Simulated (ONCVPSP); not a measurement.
Which change was made? (Eu, ONCV)

| Quantity | Value |
| --- | --- |
| Element | Eu |
| Generator | ONCVPSP 4.0.1 |
| Type | optimised norm-conserving Vanderbilt (ONCV) |
| Functional | PBE |
| Relativity | fully relativistic |
| Frozen core | [Kr] 4d10 4f6 |
| Valence charge | 11 |
| Reference configuration | 5s2 5p6 5d1 6s2 |
| Partial waves | 5s+6s: rc 2.55 bohr, ncon 4, nbas 7, qcut 5.9 1/bohr, 3 projectors, debl 3 Ha; 5p: rc 1.50 bohr, ncon 3, nbas 6, qcut 5.1 1/bohr, 2 projectors, debl 2 Ha; 5d: rc 3.30 bohr, ncon 4, nbas 9, qcut 5.6 1/bohr, 3 projectors, debl 2.1 Ha |
| Local potential | polynomial inside 1.30 bohr (lpopt 5, dvloc0 0 Ha) |
| Core correction | polynomial model core, fcfact 0.6 |

Open shells are filled in proportion to 2j + 1.

Cutoffs, loose and tight: the cutoffs (Ha) at which the residual kinetic energy of the hardest occupied pseudo-wave falls to 1 and 0.1 mHa per electron. They do not see the model core or the augmentation charge, which bear on the density cutoff. Test errors are all-electron minus pseudo excitation energies from the reference, over the configurations 5s2 5p6 5d1 6s1; 5s2 5p6 5d1 6s0; 5s2 5p6 5d0 6s0; 5s2 5p6 5d2 6s1; variants that change the core or the reference have their own tests. The largest error is taken over the tests solved by every variant that gives reliable tests at all, those not shown here included: 5s2 5p6 5d1 6s0; 5s2 5p6 5d1 6s1; 5s2 5p6 5d2 6s1.

The base gives: outcome: generated; cutoff, loose: 40 Ha; cutoff, tight: 68 Ha; bound ghosts: none; GHOST(+) flags above zero: s, p1/2; largest test error (meV): -22.

(1) After one change the result is: outcome: generated; cutoff, loose: 40 Ha; cutoff, tight: 68 Ha; bound ghosts: d5/2; GHOST(+) flags above zero: s, p1/2, d3/2; largest test error (meV): -24. Which change was it?
A. d: qcut 4.4
B. all radii but the core radius scaled by about 1.04 (s 2.66, p 1.56, d 3.44 bohr); local potential polynomial inside 1.36 bohr (lpopt 5, dvloc0 0 Ha)
C. s: qcut 6.6; p: qcut 5.7; d: qcut 6.3
D. p: ncon 5, nbas 8

Answers

(1) A. The others give: p: ncon 5, nbas 8 → outcome: generated; cutoff, loose: 62 Ha; cutoff, tight: 80 Ha; bound ghosts: none; GHOST(+) flags above zero: s, p3/2, p1/2; largest test error (meV): -22 | s: qcut 6.6; p: qcut 5.7; d: qcut 6.3 → outcome: generated; cutoff, loose: 19 Ha; cutoff, tight: 52 Ha; bound ghosts: none; GHOST(+) flags above zero: s, p1/2, d3/2; largest test error (meV): -20 | all radii but the core radius scaled by about 1.04 (s 2.66, p 1.56, d 3.44 bohr); local potential polynomial inside 1.36 bohr (lpopt 5, dvloc0 0 Ha) → outcome: generated; cutoff, loose: 27 Ha; cutoff, tight: 61 Ha; bound ghosts: none; GHOST(+) flags above zero: s, p3/2, p1/2; largest test error (meV): -23.
